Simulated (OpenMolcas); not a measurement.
## Ionisation energies of oxygen

```
Program             : OpenMolcas 26.06
Basis               : ANO-L-VTZP [4s3p2d1f]
Scalar Hamiltonian  : non-relativistic, point nucleus
Spin-orbit coupling : RASSI with atomic mean-field integrals over the reference wave functions, term energies averaged over their components
```

Active shells in each charge state: the valence s, p shells, with orbitals averaged over the low states. Where CASPT2's correlated closed shells are named, they are those of the first ion.

A. CASSCF
B. SS-CASPT2, IPEA 0.25 Eh, imaginary shift 0.1 Eh (closed shells correlated: 1s)
C. SS-CASPT2, IPEA 0.25 Eh, imaginary shift 0.1 Eh (closed shells correlated: none)
D. SS-CASPT2, IPEA 0 Eh, imaginary shift 0.1 Eh (closed shells correlated: 1s)

Energies in eV between the lowest computed levels, named as in B; reference values from the NIST Atomic Spectra Database with their kind.

```json
{"From": "O2+ 2s2 2p2 3P0", "To": "O3+ 2s2 2p 2P* 1/2", "A": "53.680", "B": "54.599", "C": "54.580", "D": "54.653", "Spin-orbit share in B": "-0.004", "Reference": "54.936 (semi-empirical)"}
{"From": "O3+ 2s2 2p 2P* 1/2", "To": "O4+ 2s2 1S0", "A": "76.098", "B": "76.949", "C": "76.928", "D": "76.997", "Spin-orbit share in B": "+0.031", "Reference": "77.413 (measured)"}
{"From": "O4+ 2s2 1S0", "To": "O5+ 2s 2S 1/2", "A": "113.647", "B": "113.675", "C": "113.695", "D": "113.675", "Spin-orbit share in B": "+0.000", "Reference": "113.899 (measured)"}
{"From": "O5+ 2s 2S 1/2", "To": "O6+ 1s2 1S0", "A": "137.865", "B": "137.882", "C": "137.865", "D": "137.883", "Spin-orbit share in B": "+0.000", "Reference": "138.119 (semi-empirical)"}
```

Steps that some method lacks are left out, and so are those with a state whose active s or d shell is doubly occupied in every root (s and p with five to eight electrons, d10) over a frozen core shell of the same l, since the two then mix freely.

Error against the reference values, in %:

```tsv
From	Reference	A	B	C	D
O2+	semi-empirical	-2.3	-0.6	-0.6	-0.5
O3+	measured	-1.7	-0.6	-0.6	-0.5
O4+	measured	-0.2	-0.2	-0.2	-0.2
O5+	semi-empirical	-0.2	-0.2	-0.2	-0.2
```

Mean absolute error over the 2 measured values: A 0.78 eV, B 0.34 eV, C 0.34 eV, D 0.32 eV.

* marks odd parity.
